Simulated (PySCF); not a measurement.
# Computed properties of I3Si, SMILES I[Si](I)I

I₃Si, SMILES I[Si](I)I (connectivity only; charge and spin as stated), charge +1, multiplicity 1. The structure is a stationary point at B3LYP-D3(BJ)/def2-SVP. The multiplicity is an assumed one; other spin states were not compared. The isomer is the one that the SMILES or the coordinates give; other isomers of the formula were not compared. The def2 effective core potentials stand for the cores of I; spin–orbit coupling is left out. One conformer was computed; it need not be the lowest. All values are computed for the isolated molecule unless a solvent is named; none is compared with measurement here.

**Structure.** The optimised structure has D3h symmetry. All 6 harmonic modes at B3LYP-D3(BJ)/def2-SVP (PySCF) are real, so it is a minimum. With heavy atoms numbered as in [I:1][Si:2]([I:3])[I:4], the shortest bond between them is I1–Si2 at 2.367 Å and the longest Si2–I4 at 2.367 Å.

**Vibrations.** The strongest infrared lines (harmonic, unscaled, degenerate partners summed) lie at 488 cm⁻¹ (247 km/mol, Si 88 %, I 12 %), 155 cm⁻¹ (2 km/mol, Si 93 %), 79 cm⁻¹ (1 km/mol, I 95 %). The softest mode is at 79 cm⁻¹ and the zero-point energy is 2.1 kcal/mol.

**Electronic structure.** CAM-B3LYP/def2-TZVP (PySCF) places the frontier levels at -13.72 and -6.98 eV, a gap of 6.74 eV and a mean polarisability of 117.0 bohr³.

**Excitations.** TDDFT-B3LYP/def2-SVPD (PySCF) has S1 at 3.11 eV (399 nm, f = 0.000, dark); the most intense of the 10 singlets computed lies at 4.25 eV (f = 0.22). Strengths of degenerate partners are summed. T1 (TDA) is at 2.97 eV. No vertical singlet excitation falls in the visible range (under 3.1 eV).
